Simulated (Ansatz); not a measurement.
```xyz
3

H     0.0000    0.0000   -1.5530
C     0.0000    0.0000   -0.4767
C     0.0000    0.0000    0.7355
```

Basis set: def2-TZVP (spherical functions). Frozen core: 2 orbitals. Charge 0, multiplicity 2.

Computed with Ansatz (development build ahead of 0.2.0); each method stands on the lowest determinant of its kind that the runs found.

**Question.** Give the atomization energy at this shape (free ground-state atoms in the same class of orbitals less the molecule, no zero-point energy) of doublet C₂H by UHF-MP2, UHF.

**Answer.**

```csv
method,atomization energy
UHF-MP2,250.70 kcal/mol
UHF,184.87 kcal/mol
```

Caution: the unrestricted determinant is spin contaminated.
